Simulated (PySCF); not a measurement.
Isomers of C5H7NS, mass 113.030 u with the commonest isotopes. The calculation used PBE0/def2-SVPD in PySCF (dipole) on a GFN2-xTB geometry, gas phase. One conformer each, none proved a minimum here; rigid rotors.

Task: Order these by rotational constant B, largest first.
A. `[H]/[N:1]=[CH:2]\[C@H:3]1[CH2:4][CH:5]=[CH:6][S:7]1` with N1–C2–C3–C4 -121°, C2–C3–C4–C5 105°, C3–C4–C5–C6 12°, C5–C6–S7–C3 -8°, C2–C3–S7–C6 -108°
B. `[N:1]#[C:2][C@@H:3]1[CH2:4][CH2:5][S:6][CH2:7]1` with C2–C3–C4–C5 -172°, C3–C4–C5–S6 39°, C4–C5–S6–C7 -14°, C5–S6–C7–C3 -15°
C. `[SH:1][CH2:2][n:3]1[cH:4][cH:5][cH:6][cH:7]1` with H–S1–C2–N3 -62°, S1–C2–N3–C4 -85°

Result: A (2107 MHz), B (1426 MHz), C (1316 MHz).

Task: Order these by rotational constant A, largest first.
A. `[H]/[N:1]=[CH:2]\[C@H:3]1[CH2:4][CH:5]=[CH:6][S:7]1` with N1–C2–C3–C4 -121°, C2–C3–C4–C5 105°, C3–C4–C5–C6 12°, C5–C6–S7–C3 -8°, C2–C3–S7–C6 -108°
B. `[SH:1][CH2:2][n:3]1[cH:4][cH:5][cH:6][cH:7]1` with H–S1–C2–N3 -62°, S1–C2–N3–C4 -85°
C. `[N:1]#[C:2][C@@H:3]1[CH2:4][CH2:5][S:6][CH2:7]1` with C2–C3–C4–C5 -172°, C3–C4–C5–S6 39°, C4–C5–S6–C7 -14°, C5–S6–C7–C3 -15°

Result: B (5883 MHz), C (5422 MHz), A (3474 MHz).

Task: Order these by out-of-plane moment Σ m c² = (Ia + Ib − Ic)/2, smallest first.
A. `[N:1]#[C:2][C@@H:3]1[CH2:4][CH2:5][S:6][CH2:7]1` with C2–C3–C4–C5 -172°, C3–C4–C5–S6 39°, C4–C5–S6–C7 -14°, C5–S6–C7–C3 -15°
B. `[H]/[N:1]=[CH:2]\[C@H:3]1[CH2:4][CH:5]=[CH:6][S:7]1` with N1–C2–C3–C4 -121°, C2–C3–C4–C5 105°, C3–C4–C5–C6 12°, C5–C6–S7–C3 -8°, C2–C3–S7–C6 -108°
C. `[SH:1][CH2:2][n:3]1[cH:4][cH:5][cH:6][cH:7]1` with H–S1–C2–N3 -62°, S1–C2–N3–C4 -85°

Result: A (11.04 u·Å²), C (29.10 u·Å²), B (36.56 u·Å²).

| SMILES | point group | Ia (u·Å²) | Ib (u·Å²) | Ic (u·Å²) | κ | μa (D) | μb (D) | μc (D) |
| --- | --- | --- | --- | --- | --- | --- | --- | --- |
| SCn1cccc1 | – | 85.91 | 383.92 | 411.63 | -0.96 | 0.18 | 0.62 | 1.17 |
| [H]/N=C\[C@H]1CC=CS1 | C1 | 145.48 | 239.81 | 312.18 | -0.47 | 2.17 | 1.63 | 0.98 |
| N#C[C@@H]1CCSC1 | C1 | 93.20 | 354.36 | 425.48 | -0.89 | 2.39 | 1.50 | 0.90 |
